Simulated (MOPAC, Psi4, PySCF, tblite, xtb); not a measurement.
Dimer N2 ··· H3B (SMILES N#N and B) at R = 4.20 Å between the centres of mass, closest contact 2.74 Å (a random orientation, not optimised). Geometry in Å and degrees:

```
B
H 1 1.1893
H 1 1.1893 2 120.00
H 1 1.1893 2 120.00 3 -180.00
N 2 2.7370 1 148.74 3 19.02
N 5 1.0909 2 139.08 1 59.66
```

Levels: GFN2-xTB (tblite); SAPT0/jun-cc-pVDZ, frozen core (Psi4); revPBE/def2-TZVP, counterpoise-corrected (Psi4); revPBE-D3(BJ)/def2-TZVP, counterpoise-corrected (Psi4); PBE/def2-TZVP, counterpoise-corrected (Psi4); PBE-D3(BJ)/def2-TZVP, counterpoise-corrected (Psi4); HF/aug-cc-pVTZ, counterpoise-corrected (Psi4); MP2/aug-cc-pVTZ = Psi4 with DF-MP2/aug-cc-pVTZ, frozen core, counterpoise-corrected; SCS-MP2/aug-cc-pVTZ = DF-SCS-MP2/aug-cc-pVTZ, frozen core, counterpoise-corrected (Psi4); MP2/aug-cc-pVDZ = DF-MP2/aug-cc-pVDZ, frozen core, counterpoise-corrected (Psi4 1.11); CCSD/aug-cc-pVDZ = DF-CCSD/aug-cc-pVDZ, frozen core, counterpoise-corrected in Psi4 1.11; CCSD(T)/aug-cc-pVDZ = DF-CCSD(T)/aug-cc-pVDZ, frozen core, counterpoise-corrected in Psi4 1.11; PM7, restricted, heats of formation (MOPAC); AM1, restricted, heats of formation (MOPAC); GFN1-xTB (xtb); RKS-B3LYP/6-31G* = restricted B3LYP/6-31G*, spherical d, no counterpoise correction (PySCF); RKS-BP86/6-31G* = restricted BP86/6-31G*, spherical d, no counterpoise correction in PySCF; RHF/STO-3G = restricted Hartree-Fock/STO-3G, no counterpoise correction in PySCF 2.14.0; RKS-B3LYP/3-21G = restricted B3LYP/3-21G, no counterpoise correction (PySCF).

Question: What interaction energy does each level give?

Answer: 
| method | E_int / kJ/mol |
|---|---|
| RKS-B3LYP/3-21G | -1.53 |
| GFN1-xTB | -1.38 |
| PM7 | -1.27 |
| GFN2-xTB | -0.60 |
| PBE-D3(BJ)/def2-TZVP | -0.41 |
| MP2/aug-cc-pVTZ | 0.52 |
| revPBE-D3(BJ)/def2-TZVP | 0.63 |
| RKS-B3LYP/6-31G* | 0.86 |
| MP2/aug-cc-pVDZ | 0.92 |
| CCSD(T)/aug-cc-pVDZ | 0.94 |
| PBE/def2-TZVP | 0.96 |
| SAPT0/jun-cc-pVDZ | 1.18 |
| SCS-MP2/aug-cc-pVTZ | 1.21 |
| CCSD/aug-cc-pVDZ | 1.31 |
| RHF/STO-3G | 1.65 |
| AM1 | 1.82 |
| RKS-BP86/6-31G* | 2.07 |
| revPBE/def2-TZVP | 3.27 |
| HF/aug-cc-pVTZ | 3.49 |
